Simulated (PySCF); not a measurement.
Compound: C₇H₁₁OP.
Numbering: `[CH3:1][CH:2]([CH3:3])[PH:4][c:5]1[cH:6][cH:7][o:8][cH:9]1`

Geometry (PBE0-D3(BJ)/def2-SVP, Å), atoms numbered from 1 in this order:
```
atom  x, y, z in Å
C1    -2.7832   -0.0417   -0.9837
C2    -1.3786    0.2882   -0.4884
C3    -1.3110    0.3932    1.0260
P4    -0.1772   -0.9424   -1.2464
C5     1.3944   -0.4363   -0.4840
C6     2.2611    0.6090   -0.9603
C7     3.3432    0.6129   -0.1346
O8     3.2218   -0.3475    0.8045
C9     2.0470   -0.9722    0.5929
H10   -3.1219   -1.0169   -0.5956
H11   -3.5062    0.7156   -0.6400
H12   -2.8309   -0.0840   -2.0825
H13   -1.0716    1.2547   -0.9292
H14   -1.9912    1.1787    1.3957
H15   -1.6133   -0.5570    1.4974
H16   -0.2952    0.6328    1.3732
H17   -0.4474   -2.0228   -0.3481
H18    2.0931    1.2603   -1.8158
H19    4.2487    1.2126   -0.0940
H20    1.8010   -1.7830    1.2744
```

Definitions: NICS(0) = −σiso at the ring centroid; NICS(1) = −σiso and NICS(1)zz = −σzz at ±1 Å along the ring normal z. Level: GIAO KT3/pcSseg-1 (PySCF, non-relativistic, gas phase) on the PBE0-D3(BJ)/def2-SVP geometry, one conformer.

Ring bond lengths (Å): C5–C6 1.439, C6–C7 1.361, C7–O8 1.349, O8–C9 1.347, C9–C5 1.368.

Task: What do the NICS probes read (ppm)?

Result: 
```csv
ring,type,NICS(0),"NICS(1), two faces","NICS(1)zz, two faces",rms pucker (Å),"centre to ring atoms, mean (Å)"
C5–C6–C7–O8–C9,5-membered ring with O; formal bonds all aromatic,-12.2,-10.1 / -9.8,-26.6 / -25.5,0.00,1.17
```

Task: What can be read from them?

Result: 
- C5–C6–C7–O8–C9: mean NICS(1)zz -26.0 ppm, shielded, aromatic by this magnetic criterion (flat ring, no four-coordinate atom).

Task: And the bond-length index? HOMA takes Krygowski's 1993 parameters.

Result: 
- C5–C6–C7–O8–C9: HOMA 0.38; the largest term is that of C7–O8, α(R − Ropt)² = 1.10.

Task: Give the inner angles of the rings.

Result: 
- C5–C6–C7–O8–C9: C5 104.9°, C6 106.3°, C7 110.4°, O8 107.4°, C9 111.0°; sum 540.0° against 540° for a flat convex ring.

Task: How do the values depend on the level or the medium?

Result: 
```
                          level  NICS(0), C5–C6–C7–O8–C9  mean NICS(1)zz, C5–C6–C7–O8–C9
              KT3/pcSseg-1, gas                    -12.2                           -26.0
             PBE0/pcSseg-1, gas                    -11.7                           -26.4
PBE0/pcSseg-1, IEF-PCM methanol                    -11.5                           -26.4
   PBE0/pcSseg-1, IEF-PCM water                    -11.5                           -26.4
```

The geometry is the same throughout; the continuum's cavity takes Bondi-type radii × 1.2.

Time: 55 s; peak memory 0.83 GiB. Hardware: one thread of an Arm Neoverse V1, shared host with 64 logical CPUs at a one-minute load of 22. This is the whole shielding run at KT3/pcSseg-1, SCF included.
